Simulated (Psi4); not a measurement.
A dimer, F4Si ··· C4H4S (SMILES F[Si](F)(F)F and c1ccsc1); the first 5 atoms form monomer A.

```
14

F      1.4942    -0.1345    -0.4523
Si    -0.0002     0.0001     0.0002
F     -0.3050     1.4946     0.3610
F     -0.9411    -0.4580    -1.1666
F     -0.2479    -0.9022     1.2576
C     -4.1445    -3.7233     0.7644
C     -3.4348    -3.1268    -0.3144
C     -3.5639    -1.7681    -0.3392
S     -4.5501    -1.2059     0.9507
C     -4.7962    -2.8033     1.5341
H     -4.1687    -4.7858     0.9581
H     -2.8560    -3.6827    -1.0376
H     -3.1362    -1.0705    -1.0401
H     -5.4037    -2.9753     2.4070
```

Question: What interaction energy does Psi4 1.11 with SAPT0/jun-cc-pVDZ, frozen core give, and which attractive term is the largest?

Answer: Total 0.26 kJ/mol: electrostatics -7.71, exchange 14.93, induction -1.15, dispersion -5.81. The most attractive term is electrostatics.
